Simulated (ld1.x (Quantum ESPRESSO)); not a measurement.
Configuration tests for samarium (ultrasoft)

Sm (Z = 62), ultrasoft, made with ld1.x (Quantum ESPRESSO) 7.5 (LDA (PZ), scalar-relativistic). Core [Kr] 4d10 4f6, reference 5s2 5p6 5d1 6s1 6p0. Waves: 5s (bound): rcut 1.90, rcutus 2.60 bohr; 6s (bound): rcut 1.90, rcutus 2.60 bohr; 5p (bound): rcut 2.25, rcutus 2.60 bohr; 6p (bound, empty): rcut 2.25, rcutus 2.60 bohr; 5d (bound): rcut 4.05, rcutus 4.30 bohr; 5d channel at 4.7 Ry: rcut 4.05, rcutus 4.30 bohr. Local part: all-electron potential smoothed inside 3.75 bohr (lloc = -1). Core correction: Bessel-smoothed model core inside 2.30 bohr. Augmentation charge: built from norm-conserving waves at rcut, not smoothed further.

Energies are relative to the spin-unpolarised reference configuration 5s2 5p6 5d1 6s1 6p0; without spin polarisation the order of configurations can differ from experiment.

| valence configuration | charge | ΔE all-electron (eV) | error AE − PS (meV) |
| --- | --- | --- | --- |
| 5s2 5p6 5d0 6s1 6p0 | +1 | 4.136 | -573 |
| 5s2 5p6 5d0 6s0 6p0 | +2 | 15.430 | +657 |
| 5s2 5p6 5d0 6s1 6p1 | 0 | 0.528 | -715 |
| 5s2 5p6 5d0 6s1.5 6p0 | +0.5 | 0.440 | -950 |
| 5s2 5p5 5d0 6s2 6p0 | +1 | 26.285 | -3393 |
| 5s1 5p6 5d0 6s2 6p0 | +1 | 46.870 | -3773 |

(1) What are ΔE and the potential's error for 5s2 5p6 5d0 6s2 6p0?

Levels in the configuration 5s2 5p6 5d0 6s2 6p0:

| level | all-electron (eV) | pseudo (eV) |
| --- | --- | --- |
| 5s | -43.386 | -45.225 |
| 5p | -23.319 | -25.015 |
| 6s | -3.726 | -3.362 |

A Bessel basis up to 400 Ry misses an occupied level by 0.28 Ry, so cutoffs and ghosts were not judged. The potential misses its own reference levels by up to 0.8 eV.

Answers

(1) ΔE = -2.015 eV all-electron; the error (AE − PS) is -1192 meV.

These tests converged, but a pseudo level misses the all-electron one widely, so the file describes the atom poorly there or has found another state: 5s2 5p5 5d0 6s2 6p0: 5p by 2.5 eV; 5s1 5p6 5d0 6s2 6p0: 5p by 2.5 eV.
